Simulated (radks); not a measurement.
The argon ion Ar3+, configuration [Ne] 3s2 3p3. All-electron calculation, scalar-relativistic Kohn-Sham, PBEsol, spin-unpolarised, spherical densities, finite nucleus; Fermi nuclear charge, rms radius 3.4274 fm. Program: a radial shooting solver on a logarithmic mesh with Libxc functionals.

Normalised radial functions P(r) = r R(r), r in bohr:

```
   r/bohr * 1s, o 3s (the largest magnitude, 3.07, reaches the edge; | marks zero, & curves that meet)
 0.005056                             |o    *
 0.006377                             |o      *
 0.008106                             |o       *
  0.01022                             |o         *
  0.01289                             |o            *
  0.01639                             | o             *
  0.02067                             | o                *
  0.02628                             | o                   *
  0.03314                             | o                     *
  0.04212                             | o                       *
  0.05312                             | o                        *
  0.06753                             | o                        *
  0.08517                             |o                       *
   0.1083                             o                    *
   0.1365                            o|               *
   0.1736                          o  |          *
   0.2189                         o   |     *
   0.2761                         o   |  *
   0.3509                         o   |*
   0.4426                           o *
   0.5626                             *o
   0.7096                             *    o
    0.902                             *       o
    1.138                             *        o
    1.446                             *       o
    1.824                             *    o
    2.318                             *  o
    2.924                             *o
    3.717                             &
    4.687                             &
```

1s: eigenvalue -3165.4 eV, 0 radial nodes, <r> = 0.0858 bohr, 90 % of the charge inside 0.153 bohr. 3s: eigenvalue -65.472 eV, 2 radial nodes at r = 0.113, 0.513 bohr, <r> = 1.29 bohr, 90 % of the charge inside 1.92 bohr.
